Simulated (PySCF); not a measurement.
C2H3AlO2

The system: C2H3AlO2, a small molecule; neutral, singlet. The structure, one conformer, was relaxed in the gas phase by PBE0-D3(BJ)/def2-SVP. No frequency run checks that it is a minimum.

SMILES: C#[C][Al]([OH])[OH]

| atom | x (Å) | y (Å) | z (Å) |
| --- | --- | --- | --- |
| O1 | 0.937 | -0.454 | -1.988 |
| Al2 | 0.640 | 0.248 | -0.477 |
| O3 | 1.728 | 1.437 | 0.044 |
| C4 | -0.847 | -0.271 | 0.599 |
| C5 | -1.795 | -0.611 | 1.289 |
| H6 | 0.405 | -1.139 | -2.393 |
| H7 | 1.658 | 1.904 | 0.877 |
| H8 | -2.632 | -0.909 | 1.897 |

Shieldings: GIAO PBE0/pcSseg-2. Shifts are against computed references at the same level: C TMS (σ 184.1 ppm), H TMS (σ 31.24 ppm). Core levels by delta-SCF with SCAN, pcX-2 on the ionised atom and pcseg-1 elsewhere, spin-free X2C (2p3/2 is the spin-free 2p value less a third of a first-order spin-orbit splitting); from the vacuum level, for chosen atoms.

Problem. Give the shieldings and core levels atom by atom.

Solution. 
```json
{"atoms": "O1 O3", "bonded to": "1 Al + 1 H", "σ (ppm)": "292.4", "δ (ppm)": "-", "core level (eV)": "1s 538.15"}
{"atoms": "Al2", "bonded to": "1 C + 2 O", "σ (ppm)": "452.0", "δ (ppm)": "-", "core level (eV)": "2p3/2 81.00"}
{"atoms": "C4", "bonded to": "1 Al + 1 C", "σ (ppm)": "92.9", "δ (ppm)": "91.2", "core level (eV)": "-"}
{"atoms": "C5", "bonded to": "1 C + 1 H", "σ (ppm)": "78.9", "δ (ppm)": "105.3", "core level (eV)": "-"}
{"atoms": "H6 H7", "bonded to": "1 O", "σ (ppm)": "29.67", "δ (ppm)": "1.58", "core level (eV)": "-"}
{"atoms": "H8", "bonded to": "1 C", "σ (ppm)": "29.52", "δ (ppm)": "1.73", "core level (eV)": "-"}
```

Values are those of this one static structure; atoms that internal rotation interchanges would show their mean in an NMR spectrum.

Core levels of C4, C5 are left out, their hole states being strongly spin-contaminated.

Problem. By CAM-B3LYP/def2-SVPD (TDDFT singlets, Tamm-Dancoff triplets, ionisation by delta-SCF), where does absorption start, and what does vertical ionisation take?

Solution. The first singlet with intensity lies at 6.03 eV (f 0.006); what lies below it is dark. The lowest singlet lies at 5.62 eV (f 0.000), the strongest of the first 6 at 7.16 eV (f 0.032), the lowest triplet at 4.73 eV; vertical ionisation takes 10.88 eV.
